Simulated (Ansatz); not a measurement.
Steps of a relaxation of F3OSi, SMILES `[O][Si](F)(F)F` radical with UKS PBE-D4/def2-SVP.

```sh
$ ansatz run in.yaml --threads 4 --pin off --events-out ev --progress --plain --max-ram 10444MiB
```

```yaml
crystal:
  periodic: [false, false, false]
  atoms:
    - {symbol: O, position_ang: [1.131100, 1.266200, 0.007000]}
    - {symbol: Si, position_ang: [-0.015100, -0.013600, -0.004300]}
    - {symbol: F, position_ang: [-1.452900, 0.426300, -0.835400]}
    - {symbol: F, position_ang: [0.775000, -1.320000, -0.777600]}
    - {symbol: F, position_ang: [-0.388100, -0.432500, 1.568900]}
basis:
  gaussian: {orbitals: def2-SVP}
magnetization: {spin_polarized: true, initial_magnetization: 1}
hamiltonian: {xc: pbe, dispersion: d4}
relax: {f_tol: 0.03, max_steps: 200}
```

Positions (Å) and forces (eV/Å) along the path, 7 of 7 steps:

```xyz
5
step=1 energy=-18053.8782 eV
O     1.131    1.266    0.007   -0.793   -0.915   -0.102
Si   -0.015   -0.014   -0.004   -0.539   -0.789   -0.694
F    -1.453    0.426   -0.835    2.535   -0.945    1.534
F     0.775   -1.320   -0.778   -1.442    2.203    1.221
F    -0.388   -0.432    1.569    0.238    0.445   -1.960
5
step=2 energy=-18054.2007 eV
O     1.127    1.256   -0.003   -0.448   -0.539   -0.050
Si   -0.006   -0.008   -0.001   -0.483   -0.611   -0.508
F    -1.408    0.393   -0.806    1.538   -0.500    0.929
F     0.740   -1.283   -0.766   -0.795    1.355    0.762
F    -0.402   -0.432    1.535    0.187    0.295   -1.134
5
step=3 energy=-18054.3314 eV
O     1.113    1.231   -0.016    0.074    0.054   -0.006
Si   -0.006   -0.010   -0.002    0.176    0.173    0.255
F    -1.353    0.363   -0.769   -0.447    0.145   -0.236
F     0.708   -1.230   -0.746    0.243   -0.331   -0.200
F    -0.412   -0.428    1.492   -0.046   -0.042    0.187
5
step=4 energy=-18054.3383 eV
O     1.116    1.233   -0.015   -0.001   -0.024   -0.014
Si   -0.006   -0.010   -0.001   -0.011    0.001   -0.010
F    -1.364    0.369   -0.774    0.007    0.002    0.021
F     0.716   -1.239   -0.749    0.018    0.020    0.005
F    -0.411   -0.428    1.498   -0.014    0.001   -0.003
5
step=5 energy=-18054.3384 eV
O     1.117    1.232   -0.016    0.005   -0.012   -0.013
Si   -0.006   -0.010   -0.001   -0.008    0.001    0.003
F    -1.365    0.369   -0.773   -0.004    0.004    0.012
F     0.717   -1.237   -0.749    0.018    0.009    0.002
F    -0.412   -0.428    1.498   -0.011   -0.001   -0.004
5
step=6 energy=-18054.3386 eV
O     1.119    1.228   -0.020    0.004    0.007   -0.006
Si   -0.008   -0.010    0.000    0.002    0.003    0.010
F    -1.367    0.370   -0.770   -0.008    0.005   -0.003
F     0.722   -1.234   -0.748    0.004   -0.008    0.001
F    -0.416   -0.429    1.497   -0.002   -0.007   -0.002
5
step=7 energy=-18054.3386 eV
O     1.119    1.228   -0.022   -0.001    0.004   -0.003
Si   -0.008   -0.009    0.000    0.002    0.001    0.005
F    -1.367    0.371   -0.769   -0.002    0.005   -0.002
F     0.723   -1.234   -0.747    0.001   -0.005    0.003
F    -0.417   -0.430    1.497    0.001   -0.005   -0.002
```

Run time 18 s (4 threads of an Arm Neoverse V2 on a shared host); peak host memory 0.16 GiB.
